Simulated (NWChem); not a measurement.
System: CH₄Cl₂OSn; SMILES [O]([SnH]([Cl])[Cl])C

Input file for NWChem:

```
start job
memory heap 200 mb stack 900 mb global 1100 mb
geometry units angstroms
  Sn     0.048950    -0.113083     0.381761
  Cl     0.161562     2.113920    -0.193951
  Cl     1.657292    -1.227321    -0.768870
  O     -1.602577    -0.824800    -0.495498
  C     -2.903434    -0.319256    -0.361072
  H      0.073278    -0.356144     2.113066
  H     -3.511061    -0.882438    -1.071252
  H     -3.303061    -0.473003     0.643201
  H     -2.964192     0.741573    -0.613089
end
basis spherical
  * library def2-svp
end
ecp
  Sn library def2-ecp
end
dft
  xc xpbe96 cpbe96
  disp vdw 4
  iterations 150
end
driver
  maxiter 120
end
task dft optimize
```

Not confirmed as a minimum by frequencies. def2 effective core potentials on Sn; no spin-orbit coupling.

The level has its own optimisation.

**Question.** Predict the main results of this run. (PBE-D3(BJ)/def2-SVP with def2 effective core potentials on Sn.) Quantities: r Cl–Sn (Å); r O–Sn (Å); r H–Sn (Å); r C–O (Å); dipole (D).

**Answer.** 
```json
{
 "r Cl–Sn (Å)": "2.364",
 "r O–Sn (Å)": "1.992",
 "r H–Sn (Å)": "1.717",
 "r C–O (Å)": "1.421",
 "dipole (D)": "1.14"
}
```
